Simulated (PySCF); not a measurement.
# [Pb(NH2)3]−: from a saddle point downhill

PySCF 2.14.0, RKS PBE0, Pb def2-SVP with ECP60, N def2-SVP, H def2-SVP; non-relativistic Hamiltonian with scalar-relativistic core potentials where named; density fitting; no spin-orbit coupling. Relaxed within the symmetry of its start, the geometry (D3h) is

```xyz
10

Pb    0.0000    0.0000    0.0000
N     2.4057    0.0000    0.0000
H     3.0310    0.0000    0.8137
H     3.0310    0.0000   -0.8137
N    -1.2029    2.0834    0.0000
H    -1.5155    2.6250    0.8137
H    -1.5155    2.6250   -0.8137
N    -1.2029   -2.0834    0.0000
H    -1.5155   -2.6249    0.8137
H    -1.5155   -2.6249   -0.8137
```

and its lowest harmonic modes are -669, -540, -540, -506, -329, -308 cm⁻¹ (negative: unstable). It was moved along the lowest mode and relaxed again, within the group D3 that the move left.

Q: Where does it end, and how much lower?

A: In nearly D3h, 0.834 eV lower, after 18 steps:
```xyz
10

Pb    0.0000    0.0000    0.0000
N     2.3870    0.0000    0.0000
H     3.0083    0.8160    0.0239
H     3.0083   -0.8160   -0.0239
N    -1.1935    2.0672    0.0000
H    -2.2108    2.1973    0.0239
H    -0.7975    3.0133   -0.0239
N    -1.1935   -2.0672    0.0000
H    -0.7975   -3.0133    0.0239
H    -2.2108   -2.1972   -0.0239
```

Q: How do the contacts change?

A: 
| contact | saddle (Å) | end (Å) |
| --- | --- | --- |
| Pb1–N2 (NH2) | 2.406 | 2.387 |
| Pb1–N5 (NH2) | 2.406 | 2.387 |
| Pb1–N8 (NH2) | 2.406 | 2.387 |


Q: Is the end a minimum?

A: No, 5 of the modes stay unstable (below −25 cm⁻¹); lowest modes -266, -108, -108, -76, -76, 124 cm⁻¹.

State: singlet.
